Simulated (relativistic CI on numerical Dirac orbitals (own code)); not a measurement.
# Slater and spin-orbit integrals, Er XXXI

Computed by Dirac-Coulomb-Breit CI, KLI orbitals optimised for each configuration, QED by a radiative potential, unscaled Slater integrals (own radial code, finite nucleus).

Slater integrals F^k, G^k are unscaled and averaged over j, outside the closed core [Ar] 3d10; ζ comes from projecting the Hamiltonian with its Breit term on Σ l·s of the shell.

- 4s²4p⁶4d²: F^2(4d,4d) = 208430, F^4(4d,4d) = 141940, ζ(4d) = 37347 cm⁻¹; <r>(4d) = 0.4828, <r^2>(4d) = 0.2663 (bohr units).
- 4s²4p⁵4d³: ζ(4p) = 301690, F^2(4d,4d) = 208390, F^4(4d,4d) = 141910, F^2(4p,4d) = 210200, G^1(4p,4d) = 261850, G^3(4p,4d) = 167560, ζ(4d) = 37188 cm⁻¹; <r>(4p) = 0.4782, <r^2>(4p) = 0.2586, <r>(4d) = 0.4829, <r^2>(4d) = 0.2664 (bohr units).
- 4s²4p⁶4d4f: ζ(4d) = 37314, F^2(4d,4f) = 209050, F^4(4d,4f) = 136540, G^1(4d,4f) = 217970, G^3(4d,4f) = 149930, G^5(4d,4f) = 110080, ζ(4f) = 5710.2 cm⁻¹; <r>(4d) = 0.4833, <r^2>(4d) = 0.2668, <r>(4f) = 0.4596, <r^2>(4f) = 0.2397 (bohr units).

(1) Give the Racah parameters of the d shell in 4s²4p⁶4d².

Averages of the first 10 configurations, taken without configuration mixing, which lowers the lowest level and can move excited configurations by several eV; other configurations of the list can lie among them:

```
Configuration  Parity  States  Average energy above the lowest level (eV)
    4s²4p⁶4d²    even      45                                        19.2
    4s²4p⁵4d³     odd     720                                       184.7
   4s²4p⁶4d4f     odd     140                                       192.0
     4s4p⁶4d³    even     240                                       317.0
  4s²4p⁵4d²4f    even    3780                                       355.4
   4s4p⁶4d²4f     odd    1260                                       487.9
   4s²4p⁶4d5s    even      20                                       368.1
   4s²4p⁶4f5s     odd      28                                       540.8
   4s²4p⁶4d5p     odd      60                                       422.2
    4s²4p⁶4f²    even      91                                       367.0
```

Results:

(1) B = F²/49 − 5F⁴/441 = 2644 cm⁻¹ and C = 35F⁴/441 = 11265 cm⁻¹.
